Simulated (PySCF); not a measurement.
dibromo(difluoro)methane (CBr2F2), SMILES FC(Br)(F)Br. Heavy atoms are numbered as in [F:1][C:2]([F:3])([Br:4])[Br:5].

The structure is a stationary point at PBE0-D3(BJ)/def2-SVP.

The numbers are results of ωB97X/def2-TZVP (PySCF), not measurements.

ESP charges are fitted to the potential on shells at 1.4 to 2.0 van der Waals radii. Atomic charges (e), one atom of each kind:

| atom | ESP fit | Mulliken | Löwdin |
|---|---|---|---|
| F1 | 0.07 | ? | 0.22 |
| C2 | -0.31 | ? | -1.08 |
| Br4 | 0.08 | ? | 0.32 |

Q: Some entries are withheld; supply them. (Estimate from the structure and the level; the computed values follow.)

A: 
- F1, Mulliken: -0.12
- C2, Mulliken: 0.23
- Br4, Mulliken: 0.00

Q: Give the Mayer and Wiberg (Löwdin basis) orders of the bonds. (An estimate is asked for; the answer gives what the named calculation found.)

A: 
```json
[
 {"bond": "F1–C2", "Mayer": "1.15", "Wiberg": "1.85"},
 {"bond": "C2–F3", "Mayer": "1.15", "Wiberg": "1.85"},
 {"bond": "C2–Br4", "Mayer": "1.15", "Wiberg": "1.59"},
 {"bond": "C2–Br5", "Mayer": "1.15", "Wiberg": "1.59"}
]
```
